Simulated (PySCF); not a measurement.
Job file and geometry (Å, from GFN2-xTB) of an NMR shielding run on `C=CC[C@@H](C#N)O[SiH3]`, C$_{5}$H$_{9}$NOSi, GIAO PBE0/pcSseg-1 NMR shielding, non-relativistic, gas phase (PySCF 2.14.0, density-fitted response routines); density fitting, a coarse starting grid and PySCF grid level 2 are the driver's defaults:

```
$ OMP_NUM_THREADS=1 python probes_run.py task.json out

{"job": {"kind": "nmr", "xc": "PBE0", "basis": "pcSseg-1"}, "charge": 0, "multiplicity": 1}
C     -2.786714     0.323847    -0.737583
C     -1.598493    -0.248202    -0.767724
C     -0.921959    -0.836407     0.429522
C      0.375421    -0.060864     0.742091
C      0.893338    -0.484078     2.032277
N      1.308897    -0.829574     3.039119
O      1.317759    -0.293104    -0.262656
Si     2.548924     0.645573    -0.757533
H     -3.238397     0.745612    -1.618617
H     -3.364851     0.385602     0.170324
H     -1.028315    -0.299741    -1.685182
H     -0.647175    -1.875242     0.230614
H     -1.579022    -0.800831     1.300774
H      0.144695     1.014721     0.816008
H      3.548158     0.826054     0.295603
H      2.035935     1.965844    -1.139796
H      2.984802    -0.167181    -1.878617
```

**Question.** Write the output of this run.

**Answer.** 
```
coarse grid: 14784 points
cycle   1  E = -614.6509157271  dE =  1.030e+00  |g| = 7.797e-01  |ddm| = 3.753e+00
cycle   2  E = -614.4132387466  dE =  2.377e-01  |g| = 1.350e+00  |ddm| = 1.638e+00
cycle   3  E = -614.7623509398  dE = -3.491e-01  |g| = 2.120e-01  |ddm| = 1.129e+00
cycle   4  E = -614.7705079555  dE = -8.157e-03  |g| = 9.004e-02  |ddm| = 1.866e-01
cycle   5  E = -614.7720415532  dE = -1.534e-03  |g| = 2.472e-02  |ddm| = 8.281e-02
cycle   6  E = -614.7721743181  dE = -1.328e-04  |g| = 3.633e-03  |ddm| = 2.178e-02
cycle   7  E = -614.7721771677  dE = -2.850e-06  |g| = 1.214e-03  |ddm| = 4.083e-03
final grid: 138520 points
cycle   8  E = -614.8297120488  dE = -3.012e-05  |g| = 9.534e-03  |ddm| = 3.081e-02
cycle   9  E = -614.8296965650  dE =  1.548e-05  |g| = 1.338e-02  |ddm| = 1.635e-02
cycle  10  E = -614.8297297689  dE = -3.320e-05  |g| = 1.803e-03  |ddm| = 1.007e-02
cycle  11  E = -614.8297304397  dE = -6.708e-07  |g| = 5.392e-04  |ddm| = 1.621e-03
cycle  12  E = -614.8297304946  dE = -5.490e-08  |g| = 1.912e-04  |ddm| = 4.957e-04
cycle  13  E = -614.8297305019  dE = -7.260e-09  |g| = 3.629e-05  |ddm| = 1.445e-04
cycle  14  E = -614.8297305022  dE = -2.826e-10  |g| = 1.159e-05  |ddm| = 3.991e-05
converged SCF energy = -614.8297305022

GIAO shielding tensors (ppm)
atom      isotropic    diamagn.    paramagn.     s11        s22        s33       span
  0 C       61.864     253.095    -191.230    -50.465     78.275    157.783    208.248
  1 C       43.413     255.362    -211.948    -83.222     47.541    165.921    249.143
  2 C      138.780     247.436    -108.655    122.343    140.329    153.668     31.325
  3 C      120.612     243.676    -123.064     98.137    113.625    150.073     51.936
  4 C       63.740     261.041    -197.301    -54.589    -50.399    296.208    350.797
  5 N      -39.139     340.308    -379.447   -196.212   -190.445    269.240    465.452
  6 O      309.612     397.927     -88.315    268.268    325.515    335.053     66.785
  7 Si     382.277     880.420    -498.143    338.000    345.972    462.857    124.857
  8 H       26.202      28.987      -2.785     23.294     25.200     30.112      6.818
  9 H       26.174      30.518      -4.343     22.588     25.613     30.322      7.734
 10 H       25.261      32.308      -7.047     22.445     23.698     29.641      7.196
 11 H       28.763      30.042      -1.279     26.169     28.140     31.979      5.810
 12 H       29.433      31.397      -1.964     25.422     29.378     33.500      8.078
 13 H       27.826      31.200      -3.374     25.978     26.738     30.764      4.786
 14 H       26.635      28.858      -2.223     23.102     25.304     31.501      8.399
 15 H       26.881      29.905      -3.024     23.436     25.543     31.665      8.228
 16 H       26.835      29.537      -2.702     23.054     25.185     32.266      9.212
```

**Question.** Turn these shieldings into chemical shifts. References, each an isolated molecule treated in the same way: TMS for 13C (186.93 ppm) and 29Si (349.16 ppm) and 1H (31.72 ppm); 15N (267.73 ppm) vs NH3; 17O (336.08 ppm) against H2O.

**Answer.** Averaging equivalent atoms: C 1: 143.5; C 0: 125.1; C 4: 123.2; C 3: 66.3; C 2: 48.1; N 5: 306.9; O 6: 26.5; Si 7: -33.1; H 10: 6.46; H 9: 5.54; H 8: 5.52; H 14/15/16: 4.93; H 13: 3.89; H 11: 2.95; H 12: 2.28 ppm. Experimental scales use liquid or dissolved standards, which lie at an offset from isolated NH3 (liquid NH3: subtract about 20 ppm) and H2O (liquid H2O: subtract about 36 ppm). Unscaled 15N shifts of sp2 nitrogen come out 20 to 40 ppm too high even then.

Size and cost of the density-fitted run: 188 basis functions, 32 s wall time on 1 thread of an Arm Neoverse V1, shared host; peak memory 0.84 GiB.
